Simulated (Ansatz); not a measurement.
Species: MoF3 (charge 0, quartet). The spin state was set by rule; other spins were not relaxed. 
Structure (B3LYP-D3(BJ)/def2-TZVP (Ansatz, a first-principles code) minimum search):
```
Mo
F 1 1.8625
F 1 1.8625 2 120.00
F 1 1.8625 2 120.00 3 180.00
```
Charge 0, spin multiplicity 4.

Basis-set convergence of Hartree-Fock and CCSD correlation energies (hartree) with Ansatz. Valence correlation only, unless marked. UHF or UKS for open shells. No spin-orbit coupling. The frozen core is the preceding noble-gas configuration, with the filled d and f shells of earlier blocks. In def2 rows, elements after Kr have scalar-relativistic effective core potentials.

| basis | functions | E(HF) | E(corr, CCSD) |
|---|---|---|---|
| def2-SVP | 73 | -365.73612 | -0.68204 |
| def2-TZVPP | 149 | ___ | ___ |

Q: What belongs in the gaps?

A: 
- def2-TZVPP, E(HF): -366.14577
- def2-TZVPP, E(corr, CCSD): -0.90247
